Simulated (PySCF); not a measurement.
Input file for PySCF: R-M06-2X/def2-TZVPPD on CH2O2 (SMILES O=CO) with ghost functions.

```python
from pyscf import gto, dft

mol = gto.M(
    atom='''
    O     1.19810856   -0.13326632    3.36729551
    C     0.18162221    0.24825927    3.89875072
    O    -1.00296879    0.35439816    3.32395598
    H     0.13697475    0.55812391    4.95368712
    H    -0.92831945    0.04879361    2.35152078
    ghost-C    0.19514320    0.64616053    0.15493860
    ghost-N   -0.56010423   -0.44249955    0.79306772
    ghost-H    0.98551637    0.95849630    0.83591643
    ghost-H   -0.46975874    1.49362859   -0.01173294
    ghost-H    0.64670163    0.36390524   -0.80059178
    ghost-H    0.05626637   -1.22401419    0.99038360
    ghost-H   -1.30299013   -0.77823828    0.19093149
    ''',
    basis='def2-tzvppd',
    charge=0, spin=0, verbose=4, max_memory=1800)
mf = dft.RKS(mol, xc='m062x').density_fit(auxbasis='def2-universal-jkfit')
mf.grids.level = 4
mf.conv_tol = 1e-9
mf.max_cycle = 150
mf.kernel()
mf.dip_moment()
```

The head of its log:

```
PySCF version 2.14.0

[INPUT] verbose = 4
[INPUT] num. atoms = 12
[INPUT] num. electrons = 24
[INPUT] charge = 0
[INPUT] spin (= nelec alpha-beta = 2S) = 0
[INPUT] symmetry False subgroup None
[INPUT] Mole.unit = angstrom
[INPUT] Symbol           X                Y                Z      unit          X                Y                Z       unit  Magmom
[INPUT]  1 O      1.198108560000  -0.133266320000   3.367295510000 AA    2.264097045897  -0.251836846429   6.363266294378 Bohr   0.0
[INPUT]  2 C      0.181622210000   0.248259270000   3.898750720000 AA    0.343216235038   0.469142028184   7.367571088751 Bohr   0.0
[INPUT]  3 O     -1.002968790000   0.354398160000   3.323955980000 AA   -1.895336324586   0.669715461450   6.281366452310 Bohr   0.0
[INPUT]  4 H      0.136974750000   0.558123910000   4.953687120000 AA    0.258844763481   1.054701333471   9.361111963585 Bohr   0.0
[INPUT]  5 H     -0.928319450000   0.048793610000   2.351520780000 AA   -1.754269516607   0.092206559529   4.443730250424 Bohr   0.0
[INPUT]  6 GHOST-C   0.195143200000   0.646160530000   0.154938600000 AA    0.368767203071   1.221066434204   0.292791520124 Bohr   0.0
[INPUT]  7 GHOST-N  -0.560104230000  -0.442499550000   0.793067720000 AA   -1.058443595910  -0.836202959743   1.498680789033 Bohr   0.0
[INPUT]  8 GHOST-H   0.985516370000   0.958496300000   0.835916430000 AA    1.862356030576   1.811295498409   1.579653115724 Bohr   0.0
[INPUT]  9 GHOST-H  -0.469758740000   1.493628590000  -0.011732940000 AA   -0.887715363221   2.822548966920  -0.022172043236 Bohr   0.0
[INPUT] 10 GHOST-H   0.646701630000   0.363905240000  -0.800591780000 AA    1.222088965010   0.687681238894  -1.512899201778 Bohr   0.0
[INPUT] 11 GHOST-H   0.056266370000  -1.224014190000   0.990383600000 AA    0.106328029323  -2.313051591681   1.871553762261 Bohr   0.0
[INPUT] 12 GHOST-H  -1.302990130000  -0.778238280000   0.190931490000 AA   -2.462294488711  -1.470657208853   0.360808224655 Bohr   0.0

nuclear repulsion = 70.1262334331729
number of shells = 116
number of NR pGTOs = 399
number of NR cGTOs = 310
basis = def2-tzvppd
ecp = {}


******** <class 'pyscf.df.df_jk.DFRKS'> ********
method = DFRKS
initial guess = minao
damping factor = 0
level_shift factor = 0
DIIS = <class 'pyscf.scf.diis.CDIIS'>
diis_start_cycle = 1
diis_space = 8
diis_damp = 0
SCF conv_tol = 1e-09
SCF conv_tol_grad = None
SCF max_cycles = 150
direct_scf = False
XC library pyscf.dft.libxc version 7.1.2
    S. Lehtola, C. Steigemann, M. J. T. Oliveira, and M. A. L. Marques,  SoftwareX 7, 1–5 (2018)
XC functionals = m062x
    Y. Zhao and D. G. Truhlar,  Theor. Chem. Acc. 120, 215 (2008)
    Y. Zhao and D. G. Truhlar,  Theor. Chem. Acc. 120, 215 (2008)
radial grids:
    Treutler-Ahlrichs [JCP 102, 346 (1995); DOI:10.1063/1.469408] (M4) radial grids

becke partition: Becke, JCP 88, 2547 (1988); DOI:10.1063/1.454033
pruning grids: <function nwchem_prune>
grids dens level: 4
symmetrized grids: False
atomic radii adjust function: <function treutler_atomic_radii_adjust>
small_rho_cutoff = 0
Set gradient conv threshold to 3.16228e-05
Initial guess from minao.
tot grids = 251568
******** <class 'pyscf.df.df.DF'> ********
auxbasis = def2-universal-jkfit
init E= -190.154279384939
  HOMO = -0.387854669440685  LUMO = -0.0397431129238228  gap/eV = 9.47260
cycle= 1 E= -189.632647935782  delta_E= 0.522  |g|= 0.839  |ddm|= 1.67
  HOMO = -0.247769213020231  LUMO = -0.00401819804621269  gap/eV = 6.63280
cycle= 2 E= -189.496184681076  delta_E= 0.136  |g|= 1.26  |ddm|= 1.11
  HOMO = -0.379161686500648  LUMO = -0.00378618740676728  gap/eV = 10.21449
```

Question: What total energy does the run end on?

Answer: -189.7692 hartree.
